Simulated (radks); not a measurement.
Spherical jellium clusters: N electrons in a uniform positive sphere of charge N and radius rs N^(1/3), rs = 4.68 bohr. Method: non-relativistic Kohn-Sham, PBE, spin-polarised, spherical densities; computed with a radial shooting solver with Libxc functionals. Levels are named by radial order and angular momentum (1s, 1p, 1d, 2s, ...), and open shells are averaged over m.

N = 6, configuration 1s2 1p(up 3, down 1). This is the lowest configuration that the search found. Occupied levels:

level,occupation,eigenvalue (eV),<r> (bohr)
1s up,1,-3.8172,5.909
1s down,1,-3.5198,5.570
1p up,3,-2.8079,7.012
1p down,1,-2.3876,6.979

Energy (eV): total -10.3192, kinetic 8.1662, external -135.65, Hartree 66.848, exchange-correlation -18.795, background 69.115.
